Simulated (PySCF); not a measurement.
C9H6OS2, SMILES c1cscc1C(=O)c1sccc1, singlet (GFN2-xTB optimised geometry):

```
18

O     -0.567    -2.634    -0.370
C     -0.074    -1.557    -0.086
C      1.375    -1.407     0.150
C      2.011    -0.507     1.049
C      3.358    -0.644     1.051
S      3.892    -1.859    -0.046
C      2.281    -2.209    -0.490
C     -0.909    -0.358     0.000
C     -2.283    -0.358     0.000
C     -2.836     0.931     0.019
C     -1.883     1.905     0.013
S     -0.295     1.266     0.000
H      1.487     0.179     1.688
H      4.079    -0.106     1.634
H      2.068    -2.968    -1.215
H     -2.852    -1.270    -0.008
H     -3.892     1.132     0.030
H     -2.021     2.968     0.018
```

Method: PySCF 2.14.0 with PBE0/def2-SVP.

What are the frontier orbital energies and the dipole moment?

HOMO-2 -7.49 eV, HOMO-1 -7.18 eV, HOMO -7.08 eV, LUMO -1.90 eV, LUMO+1 -0.64 eV; dipole moment 2.98 D.

Meta-Löwdin charges at PBE0/def2-SVP: O1 -0.42, C2 0.34, C3 -0.07, C4 -0.14, C5 -0.24, S6 0.29, C7 -0.21, C8 -0.16, C9 -0.10, C10 -0.13, C11 -0.22, S12 0.27, H13 0.13, H14 0.13, H15 0.14, H16 0.13, H17 0.12, H18 0.13.
